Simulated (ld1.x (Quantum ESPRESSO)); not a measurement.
# indium, TM: configuration errors across variants

```
Element                 : indium
Generator               : ld1.x (Quantum ESPRESSO) 7.5
Type                    : norm-conserving Troullier–Martins (Kleinman–Bylander form)
Functional              : PW91
Relativity              : scalar-relativistic
Frozen core             : [Ar] 3d10
Valence charge          : 21
Reference configuration : 4s2 4p6 4d10 5s2 5p1
Partial waves           : 4p (bound): rc 0.85 bohr; 4d (bound): rc 1.65 bohr; 4s (bound): rc 1.10 bohr
Local potential         : the s channel
Core correction         : none
```

Occupied shells without a wave of their own: 5p, 5s. They enter only through the test configuration that unscreens the potential.

All-electron excitation energies from the reference (eV): (1) 4s2 4p6 4d10 5s2 5p0 5.419; (2) 4s2 4p6 4d10 5s1 5p0 24.743; (3) 4s2 4p6 4d10 5s0 5p0 53.161; (4) 4s1 4p6 4d10 5s2 5p1 127.597; (5) 4s2 4p6 4d10 5s1 5p2 5.873; (6) 4s2 4p6 4d10 5s1 5p1 12.041; (7) 4s2 4p5 4d10 5s2 5p1 85.663.

For the base: The 5p, 5s levels have no wave, so the channel is fitted at the deeper level alone: the likely source of the large errors.

The file “base” misses its own reference levels by 0.5 eV. The file “wave 4d (bound): rc 1.65 bohr becomes 4d (bound): rc 1.30 bohr” misses its own reference levels by 0.5 eV. The file “wave 4d (bound): rc 1.65 bohr becomes 4d (bound): rc 1.52 bohr” misses its own reference levels by 0.5 eV. The file “wave 4d (bound): rc 1.65 bohr becomes 4d (bound): rc 1.68 bohr” misses its own reference levels by 0.5 eV. The file “wave 4d (bound): rc 1.65 bohr becomes 4d (bound): rc 1.82 bohr” misses its own reference levels by 0.5 eV. The file “wave 4d (bound): rc 1.65 bohr becomes 4d (bound): rc 2.02 bohr” misses its own reference levels by 0.5 eV. The file “wave 4d (bound): rc 1.65 bohr becomes 4d (bound): rc 2.26 bohr” misses its own reference levels by 0.5 eV. The file “wave 4d (bound): rc 1.65 bohr becomes 4d (bound): rc 2.50 bohr” misses its own reference levels by 0.5 eV.

Errors AE − PS in meV (a dash: test not solved or not reliable):

| change | (1) | (2) | (3) | (4) | (5) | (6) | (7) | bound ghosts |
| --- | --- | --- | --- | --- | --- | --- | --- | --- |
| base | -144 | -928 | -1993 | -45 | -427 | -613 | -29 | none |
| wave 4d (bound): rc 1.65 bohr becomes 4d (bound): rc 1.30 bohr | -144 | -928 | -1992 | -2.5 | -427 | -613 | -0.6 | none |
| wave 4d (bound): rc 1.65 bohr becomes 4d (bound): rc 1.52 bohr | -144 | -928 | -1993 | -18 | -427 | -613 | -10 | none |
| wave 4d (bound): rc 1.65 bohr becomes 4d (bound): rc 1.68 bohr | -144 | -928 | -1993 | -45 | -427 | -613 | -29 | none |
| wave 4d (bound): rc 1.65 bohr becomes 4d (bound): rc 1.82 bohr | -144 | -928 | -1994 | -95 | -427 | -613 | -64 | none |
| wave 4d (bound): rc 1.65 bohr becomes 4d (bound): rc 2.02 bohr | -144 | -929 | -1998 | -169 | -427 | -614 | -118 | none |
| wave 4d (bound): rc 1.65 bohr becomes 4d (bound): rc 2.26 bohr | -144 | -930 | -2010 | -265 | -428 | -614 | -191 | none |
| wave 4d (bound): rc 1.65 bohr becomes 4d (bound): rc 2.50 bohr | -145 | -935 | -2038 | -369 | -428 | -615 | -273 | none |

(1) Give the same row for: wave 4d (bound): rc 1.65 bohr becomes 4d (bound): rc 1.04 bohr.

Results:

(1) -144, -928, -1992, +2.7, -427, -613, +2.5; bound ghosts: none.
